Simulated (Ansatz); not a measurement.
C2H8B2S at its PBE0-D4/def2-TZVP geometry, where that method's forces vanish. The species carries charge 0 and has multiplicity 1. The bonds changed during the relaxation, so this is another structure than the one it started from.

```xyz
13

B    -1.9279   -0.4226    0.5766
S    -0.5934   -1.2455   -0.5022
C     0.3370    0.3737   -0.4452
B    -0.0439   -0.1764    0.9570
C     1.7414    0.3259   -0.9724
H    -2.4853    0.4823    0.0261
H    -2.5276   -1.1938    1.2611
H    -0.2957    1.1442   -0.8817
H    -1.1564    0.3130    1.4251
H     0.6201   -0.5870    1.8513
H     1.7755    0.2504   -2.0615
H     2.2990   -0.5112   -0.5479
H     2.2573    1.2469   -0.6863
```

(1) What forces (eV/Å) does ωB97M-V/def2-TZVPP give on these atoms in the Gaussian-basis code of Ansatz? (Estimate.)

## Answers

(1) Ansatz gave: 
```
B1  -0.303  0.062  0.061
S2   0.003 -0.176 -0.166
C3  -0.218  0.111  0.065
B4   0.174  0.094  0.248
C5   0.237  0.020 -0.084
H6   0.064 -0.114  0.061
H7   0.073  0.098 -0.085
H8   0.061 -0.064  0.044
H9   0.063 -0.056 -0.052
H10 -0.070  0.056 -0.126
H11 -0.005 -0.002  0.087
H12 -0.044  0.052 -0.026
H13 -0.034 -0.080 -0.026
```
